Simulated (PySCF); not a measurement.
**Ag²⁺: excitation energy**

Ag²⁺ [Kr] 4d9 (2D) → Ag²⁺ [Kr] 4d8 5p1 (high-spin determinant), as a difference of total energies. Computed with PySCF 2.14 in x2c-TZVPPall with one added diffuse shell each of s, p, d, f type (9s7p7d3f1g, 95 functions), with scalar relativity by spin-free X2C-1e. Correlated levels: valence: [Kr] frozen. The calculations carry no spin-orbit coupling.

```tsv
method	excitation energy (eV)
UHF	13.956
MP2 (valence)	15.109
SCS-MP2 (valence)	15.169
CCSD (valence)	14.872
CCSD(T) (valence)	14.891
```

Task: How much does correlation contribute at CCSD(T) (valence)?

Result: 14.891 − (13.956) = 0.935 eV, measured against UHF.

A first-order spin-orbit estimate (lowest level to lowest level, LS coupling) adds -0.009 eV.

The determinant of the upper state mixes LS terms, which raises its energy above the lowest term, most at the Hartree-Fock and MP2 levels.
